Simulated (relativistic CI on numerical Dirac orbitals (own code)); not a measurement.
How well does a small relativistic CI reproduce Au⁺?

Computed by Dirac-Coulomb-Breit CI, separate exchange-only KLI orbitals for each configuration, QED by a radiative potential, valence Slater integrals scaled by 0.85, P86 correlation energy added to each configuration (own radial code, finite nucleus).

CI space (outside the closed core [Xe] 4f14): 5d10, 5d9 6s, 5d8 6s2, 5d9 6p, 5d9 7s, 5d9 6d, 5d9 7p, 5d8 6s 6p, 5d9 5f, 5d9 7d, 5d9 6f, 5d9 5g, 5d9 7f, 5d9 6g, 5d8 6s 7s, 5d8 6p2. Levels of other configurations are missing.

```
Configuration  Term (tabulated)  J  Measured (cm⁻¹)  Computed  Error  Purity (%)
         5d10                1S  0              0.0         0      0          99
       5d9 6s         (5/2,1/2)  3          15039.6     17814   2774          99
       5d9 6s         (5/2,1/2)  2          17640.6     20566   2925          61
       5d9 6s         (3/2,1/2)  1          27765.8     29805   2039          99
       5d9 6s         (3/2,1/2)  2          29621.2     32022   2401          57
      5d8 6s2                3F  4          40478.8     46430   5951          93
      5d8 6s2                3F  3          52176.5     57430   5253          97
      5d8 6s2                3P  0          58550.2     65786   7236          81
      5d8 6s2                3P  1          61749.4     68808   7058          97
       5d9 6p        (5/2,1/2)°  2          63053.3     64022    968          75
       5d9 6p        (5/2,1/2)°  3          65003.6     66624   1621          50
       5d9 6p        (5/2,3/2)°  4          72495.1     72283   -213          96
       5d9 6p      (5/2,3/2)° †  2          73178.3     73336    158          38
       5d9 6p      (5/2,3/2)° †  1          73403.8     73221   -183          69
       5d9 6p        (5/2,3/2)°  3          74791.5     74905    114          70
       5d9 6p        (3/2,1/2)°  2          76659.7     77536    877          65
       5d9 6p        (3/2,1/2)°  1          81659.8     83459   1799          53
       5d9 6p        (3/2,3/2)°  0          82613.8     81422  -1191          94
       5d9 6p      (3/2,3/2)° †  3          85700.2     85073   -627          43
       5d9 6p      (3/2,3/2)° †  1          85707.6     85554   -153          56
       5d9 6p        (3/2,3/2)°  2          86565.7     86003   -563          48
       5d9 7s         (5/2,1/2)  3         108173.0    105410  -2763          98
       5d9 7s         (5/2,1/2)  2         108631.4    105942  -2689          55
       5d9 7s         (3/2,1/2)  1         120822.9    117296  -3527          97
       5d9 7s         (3/2,1/2)  2         121118.8    117646  -3473          55
```

Measured levels from NIST Handbook of Basic Atomic Spectroscopic Data (Sansonetti and Martin, J. Phys. Chem. Ref. Data 34, 1559 (2005)); pairs were made by configuration, J and term (by order where the table uses no LS term), so strongly mixed levels may be paired wrongly.

Mean error by configuration (cm⁻¹): 5d9 6s 2535; 5d8 6s2 6375; 5d9 6p 426; 5d9 7s -3113. Over the excited levels the mean absolute error is 2772 cm⁻¹ (24 of the 31 excited levels that our extract of the source holds in range could be paired, and the others can miss by more), and the median relative error of those above 1,000 cm⁻¹ is 2.7 %. † marks terms whose computed intervals miss the measured ones by more than a factor of 2.5, or configurations far off the rest, from wrong mixing, a near crossing or a doubtful label or measurement; they are left out of the means.
